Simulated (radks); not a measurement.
Task: Cs II, 54 electrons, occupied as [Xe] (the NIST ground configuration). All-electron calculation, Dirac Kohn-Sham, revPBE, spin-unpolarised, spherical densities, point nucleus. Program: a radial shooting solver on a logarithmic mesh with Libxc functionals.

Spin-orbit splittings of the eigenvalues, e(l+1/2) - e(l-1/2), with zeta = 2 splitting/(2l+1) and mean radii in bohr:

shell  occ.  splitting (eV)  zeta (eV)  <r> j=l-1/2  <r> j=l+1/2
2p        6           352.2      234.8      0.09403      0.09992
3p        6           67.51      45.01       0.2887       0.3004
3d       10           14.33      5.733       0.2713       0.2751
4p        6           13.76      9.171       0.7206       0.7481
4d       10               ?          ?       0.8306       0.8409
5p        6           1.642      1.095        2.008        2.100

Estimate the 4d splitting.

Result: 2.283 eV (zeta = 0.9134 eV).
